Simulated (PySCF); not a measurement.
The numbers are results of B3LYP-D3(BJ)/def2-TZVP // PBE0-D3(BJ)/def2-TZVP in PySCF, not measurements. All species are isolated molecules in the gas phase. One relaxed conformer stands for a flexible species; it need not be the lowest. B3LYP has the VWN-RPA correlation part, as in Gaussian. Excitations are Tamm–Dancoff values on a coarser integration grid. The basis has no diffuse functions, so Rydberg states are missing or too high.

Reference species (SMILES): `C=C=CS` (neutral, multiplicity 1).

- S1 excitation (TDA) = 4.43 eV
- HOMO = -6.22 eV
- HOMO–LUMO gap = 5.69 eV

Changed species: `C#CSC`.

Q: Give the shifts of the S1 excitation (TDA), HOMO and HOMO–LUMO gap.

A: the S1 excitation (TDA) rises by 0.08 eV, to 4.51 eV; the HOMO falls by 0.08 eV, to -6.30 eV; the HOMO–LUMO gap increases by 0.18 eV, to 5.87 eV.
